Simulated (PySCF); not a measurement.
C7H13NSi.
Atom-mapped SMILES: `[CH2:1]=[C:2]1[CH2:3][CH2:4]/[C:5]1=[CH:6]\[CH2:7][SiH2:8][NH2:9]` (hydrogens: H10, H11 on C1; H12, H13 on C3; H14, H15 on C4; H16 on C6; H17, H18 on C7; H19, H20 on Si8; H21, H22 on N9)

Cartesian coordinates in Å at the PBE0-D3(BJ)/def2-SVP level; atoms count from 1:
```xyz
22
C7H13NSi angstrom
C     -2.3279    0.6426    1.7882
C     -1.8479    0.3092    0.5862
C     -2.3363    0.5242   -0.8381
C     -1.0691   -0.2180   -1.3466
C     -0.6477   -0.3974    0.1010
C      0.4107   -0.9770    0.6891
C      1.5540   -1.5811   -0.0516
Si     2.9349   -0.2992   -0.2369
N      2.2324    1.1225   -0.9401
H     -3.2706    1.1868    1.8912
H     -1.7941    0.3802    2.7056
H     -3.2904    0.0285   -1.0739
H     -2.4116    1.5796   -1.1432
H     -0.3739    0.3858   -1.9493
H     -1.2672   -1.1577   -1.8878
H      0.4688   -0.9582    1.7842
H      1.2518   -1.8959   -1.0637
H      1.9624   -2.4605    0.4733
H      3.5639   -0.1109    1.1166
H      4.0091   -0.7733   -1.1636
H      2.8453    1.8429   -1.3061
H      1.4469    1.5406   -0.4505
```

All values: PBE0/pcSseg-1 (PySCF, non-relativistic), on one gas-phase PBE0-D3(BJ)/def2-SVP geometry that isn't relaxed in the solvent. The solvent is an IEF-PCM continuum (Bondi radii, 1.10 Å for H, scaled by 1.2). The model holds no explicit solvent molecules, cavitation or dispersion.

```json
{"run": "gas", "E − E(gas) (kJ/mol)": "0.00", "HOMO (eV)": "-6.10", "HOMO–LUMO gap (eV)": "5.14", "dipole (D)": "0.83"}
{"run": "P", "E − E(gas) (kJ/mol)": "-15.64", "HOMO (eV)": "-6.11", "HOMO–LUMO gap (eV)": "5.15", "dipole (D)": "0.97"}
{"run": "Q", "E − E(gas) (kJ/mol)": "-19.04", "HOMO (eV)": "-6.13", "HOMO–LUMO gap (eV)": "5.15", "dipole (D)": "1.01"}
```

Task: The runs were made in acetonitrile and tetrahydrofuran. Which run belongs to which solvent?

Result: P = tetrahydrofuran, Q = acetonitrile. The dielectric constants are 7.426 (tetrahydrofuran), 35.69 (acetonitrile), and the energy falls further as ε rises. In this model the ground state sees the solvent through ε alone.

Task: How constant is the ratio of the lowering to (ε − 1)/(2ε + 1)?

Result: 
```tsv
solvent	(ε − 1)/(2ε + 1)	E − E(gas) (kJ/mol)	ratio (kJ/mol)	polarisation term (kJ/mol)
tetrahydrofuran	0.405	-15.64	-38.6	-16.73
acetonitrile	0.479	-19.04	-39.7	-20.67
```

The ratio changes by +2.9 % in size from tetrahydrofuran to acetonitrile. The polarisation term is half the interaction of the solute with the induced surface charges.
